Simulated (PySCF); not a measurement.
An unknown gives this computed stick spectrum. Method used: TDDFT CAM-B3LYP/def2-SVPD, vertical, gas phase, core orbitals frozen in the response in PySCF 2.14.0, density-fitted response routines. Geometries: PBE0-D3(BJ)/def2-SVP, one conformer each.

```tsv
state	E (eV)	f	main configurations (H = HOMO, L = LUMO)
S1	7.91	0.011	H→L (67%), H→L+1 (23%)
S2	8.15	0.0089	H→L+3 (53%), H→L (13%), H-1→L (8%)
S3	8.18	0.0041	H-1→L (65%), H-1→L+1 (16%)
S4	8.37	0.0025	H→L+2 (89%)
S5	8.53	0.0039	H-1→L+3 (50%), H-1→L+1 (24%)
S6	8.63	0.013	H-1→L+2 (23%), H→L+4 (22%), H→L+3 (17%)
S7	8.74	0.105	H-1→L+2 (51%), H→L+5 (9%)
S8	8.79	0.041	H→L+1 (32%), H→L+4 (30%), H-1→L+3 (10%)
S9	8.82	0.014	H-1→L+4 (26%), H-1→L+3 (16%), H→L+4 (9%)
S10	8.93	0.013	H→L+5 (47%), H-1→L+4 (18%)
```

Orbital energies (eV): HOMO-3 -11.46, HOMO-2 -10.98, HOMO-1 -9.99, HOMO -9.64, LUMO 1.22, LUMO+1 1.59, LUMO+2 1.79.

Question: Which candidate is it? All have the formula C3H7FSi.
A. `F[C@H]1CC[SiH2]1`
B. `F[C@@H]1C[C@H]1[SiH3]`
C. `F[SiH]1CCC1`

Answer: B. Its S1, at 7.91 eV, is the highest among the candidates; the nearest of the others has S1 at 7.52 eV. S1 is HOMO→LUMO (67%), HOMO→LUMO+1 (23%). Löwdin shares by element: HOMO carbon 60%, fluorine 20% (atoms not listed hold the other 20%); LUMO silicon 44%, hydrogen 15% or more, carbon 7% or more (atoms not listed hold the other 34%). At the same level the other candidates give, for their lowest levels:
- `F[C@H]1CC[SiH2]1`: 6.90 eV (f 0.024); 7.49 eV (f 0.036); 7.56 eV (f 0.044); 7.84 eV (f 0.043); 7.97 eV (f 0.011); T1 6.36 eV; HOMO -9.30, LUMO 0.91 eV
- `F[SiH]1CCC1`: 7.52 eV (f 0.011); 7.74 eV (f 0.000); 7.85 eV (f 0.022); 7.98 eV (f 0.005); 8.27 eV (f 0.020); T1 7.10 eV; HOMO -9.56, LUMO 1.30 eV
Triplets come from the Tamm–Dancoff approximation.
